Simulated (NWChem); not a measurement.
C2H6N cation; SMILES C=[NH+]C

Problem. Give the equilibrium geometry at PBE0/def2-SVP (NWChem) as a list of bonds and angles, with the point group.

Solution. point group Cs; any orientation.
Bonded distances (Å): C1–N2 1.274, C1–H4 1.096, C1–H5 1.095, N2–C3 1.456, N2–H6 1.026, C3–H7 1.100, C3–H8 1.096, C3–H9 1.100. Bond angles (°): N2–C1–H4 119.8, N2–C1–H5 119.8, H4–C1–H5 120.4, C1–N2–C3 126.9, C1–N2–H6 117.5, C3–N2–H6 115.6, N2–C3–H7 108.8, N2–C3–H8 109.9, N2–C3–H9 108.8, H7–C3–H8 110.3, H7–C3–H9 108.8, H8–C3–H9 110.3.
